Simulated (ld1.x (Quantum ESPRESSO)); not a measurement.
## Gd PAW: all-electron and pseudo phase curves

ld1.x (Quantum ESPRESSO) 7.5 input, shortened:

```
&input
   title='Gd', zed=64., rel=1, dft='PBE', iswitch=3,
   config='[Xe] 4f7 5d0 6s0 6p0'
 /
 &inputp
   pseudotype=3, lpaw=.true., tm=.true., lloc=-1, rcloc=2.46,
   nlcc=.true., rcore=1.05,
   which_augfun='BESSEL', rmatch_augfun=0.76
 /
8
5S  1  0   2.00   0.00  2.22  2.40  0.0
6S  2  0   0.00   0.00  2.22  2.40  0.0
5P  2  1   6.00   0.00  2.60  2.90  0.0
6P  3  1   0.00   0.00  2.60  2.90  0.0
4D  3  2  10.00   0.00  1.08  1.46  0.0
5D  4  2   0.00   0.00  1.08  1.46  0.0
4F  4  3   7.00   0.00  1.26  1.40  0.0
4F  4  3   0.00  -2.00  1.26  1.40  0.0
 &test
   configts(1)='4d10 4f7 5s2 5p6 5d0 6s0 6p0'
 /
```

The phase is arctan(r·u′/u) with u = r·R(r), unwrapped; energies in Ry, scanned from -15 to 5 Ry. A pole is an energy at which the radial function vanishes at the test radius. The pseudo phase is shifted by a multiple of π to meet the all-electron one at the reference energy, and phase errors are pseudo minus all-electron; the curves can meet again beyond the range given. Levels narrower than the energy grid can be missing from the lists of poles.

```csv
channel,radius (bohr),reference energy (Ry),"poles, all-electron","poles, pseudo",unbroken range about the reference energy with phases within 0.05 rad,phase error 1 Ry above the reference energy (rad)
s,3.15,-1.66,"-5.46, 0.03","-5.46, 0.03",below 2.9,+0.000
p,3.15,-1.26,"-3.74, 1.19","-3.74, 0.73",below 0.7,-0.025
d,3.15,-1.81,"-1.43, 3.26","-1.42, 4.09",below -0.1,+0.008
f,3.15,-2.48,"-2.45, 1.15","-2.45, 1.19",below 2.6,+0.000
```

Phases in the f channel:

| E (Ry) | all-electron | pseudo |
| --- | --- | --- |
| -15.00 | 1.486 | 1.486 |
| -14.04 | 1.483 | 1.483 |
| -13.08 | 1.480 | 1.480 |
| -12.12 | 1.476 | 1.476 |
| -11.16 | 1.471 | 1.471 |
| -10.20 | 1.466 | 1.466 |
| -9.24 | 1.460 | 1.460 |
| -8.28 | 1.454 | 1.454 |
| -7.32 | 1.445 | 1.445 |
| -6.36 | 1.434 | 1.434 |
| -5.40 | 1.420 | 1.420 |
| -4.44 | 1.401 | 1.401 |
| -3.48 | 1.370 | 1.370 |
| -2.52 | 1.185 | 1.184 |
| -1.56 | -1.923 | -1.923 |
| -0.60 | -2.563 | -2.561 |
| 0.36 | -4.482 | -4.477 |
| 1.32 | -4.742 | -4.734 |
| 2.28 | -4.912 | -4.887 |
| 3.24 | -5.830 | -5.389 |
| 4.20 | -7.607 | -7.471 |
